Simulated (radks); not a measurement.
All-electron atom: the zirconium ion Zr4+ in [Kr].

Method: Dirac Kohn-Sham, PBEsol, spin-unpolarised, spherical densities, finite nucleus; Fermi nuclear charge, rms radius 4.2694 fm; computed with a radial shooting solver on a logarithmic mesh with Libxc functionals.

Energy parts (hartree):
total: -3594.04233
kinetic: 3713.96414
electron-nucleus: -8619.46575
Hartree: 1422.28884
exchange-correlation: -110.82956

Orbitals (lengths in bohr, moments of r in powers of bohr; <r^-3> diverges for s and p1/2):
\begin{tabular}{lrrrrrr}
orbital & occ. & eigenvalue (hartree) & <r^2> & <r> & <r^-3> & <1/r> \\ \hline
1s1/2 & 2 & -655.9004 & 0.001854 & 0.03708 & - & 41.24 \\
2s1/2 & 2 & -92.24213 & 0.03114 & 0.1624 & - & 9.336 \\
2p1/2 & 2 & -84.58944 & 0.02362 & 0.1387 & - & 9.312 \\
2p3/2 & 4 & -81.43767 & 0.02500 & 0.1431 & 2033 & 8.910 \\
3s1/2 & 2 & -16.42122 & 0.2412 & 0.4585 & - & 3.160 \\
3p1/2 & 2 & -13.57332 & 0.2415 & 0.4550 & - & 3.056 \\
3p3/2 & 4 & -13.07070 & 0.2525 & 0.4655 & 328.1 & 2.959 \\
3d3/2 & 4 & -8.04641 & 0.2451 & 0.4501 & 46.54 & 2.757 \\
3d5/2 & 6 & -7.95446 & 0.2488 & 0.4536 & 44.57 & 2.732 \\
4s1/2 & 2 & -3.51001 & 1.597 & 1.189 & - & 1.142 \\
4p1/2 & 2 & -2.72236 & 1.915 & 1.297 & - & 1.033 \\
4p3/2 & 4 & -2.65132 & 1.991 & 1.323 & 46.61 & 1.009 \\
\end{tabular}

The highest occupied level is 4p3/2 at -72.146 eV. Summed over all electrons, <r^2> = 19.65 bohr^2, which gives a Langevin (diamagnetic) susceptibility term of -15.6 x 10^-6 cm^3/mol. The density falls to 0.001 e/bohr^3 at r = 2.89 bohr.
